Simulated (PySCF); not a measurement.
A structure optimised at B3LYP-D3(BJ)/def2-SVP, used in a PySCF frequency run:

```
Mn
O 1 1.5371
O 1 1.5566 2 111.28
O 1 1.7725 2 105.09 3 -107.06
H 4 0.9745 1 108.05 2 -105.39
O 1 1.8216 2 111.84 3 167.87
H 6 0.9761 1 103.25 2 -98.23
O 7 1.8340 6 106.31 1 3.35
H 8 0.9714 7 146.37 6 -101.88
```
Charge 0, spin multiplicity 1.

### Question
Write its SMILES and formula.

### Answer
[O]=[Mn](=[O])([OH])([OH])[OH], H₃MnO₅

### Question
What are its rotational constants (standard atomic weights)?

### Answer
3.6208, 3.0568, 2.5479 GHz
